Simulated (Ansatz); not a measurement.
Geometry optimisation, RKS revPBE-D4/def2-SVP in Ansatz.

Input:

```yaml
crystal:
  periodic: [false, false, false]
  atoms:
    - { symbol: B, position_ang: [-1.4021, -0.4268, -0.7359] }
    - { symbol: C, position_ang: [0.0855, -0.3846, -0.3394] }
    - { symbol: C, position_ang: [0.279, -1.1754, 0.9318] }
    - { symbol: Ge, position_ang: [0.7641, 1.4695, -0.1053] }
    - { symbol: Cl, position_ang: [0.5066, 2.5289, -1.9889] }
    - { symbol: H, position_ang: [-2.2605, 0.0913, -0.0198] }
    - { symbol: H, position_ang: [-1.7605, -0.8319, -1.7817] }
    - { symbol: H, position_ang: [0.7167, -0.8249, -1.1665] }
    - { symbol: H, position_ang: [-0.2515, -0.7136, 1.8335] }
    - { symbol: H, position_ang: [-0.0098, -2.2299, 0.8316] }
    - { symbol: H, position_ang: [1.3819, -1.179, 1.2252] }
    - { symbol: H, position_ang: [-0.1545, 2.1565, 1.002] }
    - { symbol: H, position_ang: [2.1254, 1.4851, 0.3284] }
basis:
  gaussian: { orbitals: def2-SVP }
hamiltonian:
  xc: revpbe
  dispersion: d4
relax:
  f_tol: 0.015
  max_steps: 40
```

Run as:

```bash
$ ansatz run input.yaml --threads 2 --pin off --max-ram 3072MiB --backend cpu --events-out ev --progress --plain --runs-dir out
```

**Question.** Where does it end, and by what steps?

**Answer.** It converged. The force dipped under the threshold on the way, but the program's further checks kept it going. After 26 steps the energy has fallen by 0.470 eV; H7 moved furthest, 0.97 Å.

| step | energy less start (eV) | largest force component (eV/Å) | accepted |
| --- | --- | --- | --- |
| 0 | 0.0000 | 3.242 | yes |
| 1 | -0.2375 | 1.076 | yes |
| 2 | -0.3568 | 0.403 | yes |
| 3 | -0.3875 | 0.502 | yes |
| 4 | -0.4127 | 0.610 | yes |
| 5 | -0.4296 | 0.376 | yes |
| 6 | -0.4412 | 0.133 | yes |
| 7 | -0.4160 | 0.402 | no |
| 8 | -0.4455 | 0.046 | yes |
| 9 | -0.4462 | 0.062 | yes |
| 10 | -0.4469 | 0.129 | yes |
| 11 | -0.4489 | 0.069 | yes |
| 12 | -0.4504 | 0.158 | yes |
| 13 | -0.4525 | 0.147 | yes |
| 14 | -0.4567 | 0.114 | yes |
| 15 | -0.4588 | 0.183 | yes |
| 16 | -0.4616 | 0.130 | yes |
| 17 | -0.4647 | 0.060 | yes |
| 18 | -0.4674 | 0.075 | yes |
| 19 | -0.4655 | 0.179 | no |
| 20 | -0.4047 | 1.120 | no |
| 21 | -0.4685 | 0.018 | yes |
| 22 | -0.4692 | 0.058 | yes |
| 23 | -0.4699 | 0.054 | yes |
| 24 | -0.4702 | 0.028 | yes |
| 25 | -0.4704 | 0.012 | yes |
| 26 | -0.4705 | 0.012 | yes |

```xyz
13
Properties=species:S:1:pos:R:3
B -1.471 -0.238 -0.577
C 0.018 -0.537 -0.317
C 0.469 -1.283 0.947
Ge 0.516 1.431 -0.184
Cl 1.120 2.102 -2.177
H -2.273 -0.257 0.342
H -1.839 0.133 -1.678
H 0.602 -0.809 -1.221
H -0.085 -0.938 1.844
H 0.260 -2.368 0.838
H 1.555 -1.176 1.152
H -0.606 2.388 0.296
H 1.753 1.517 0.749
```

Run time: 78 s on 2 threads of Arm Neoverse V2, with other jobs on the host, peak memory 0.19 GiB.
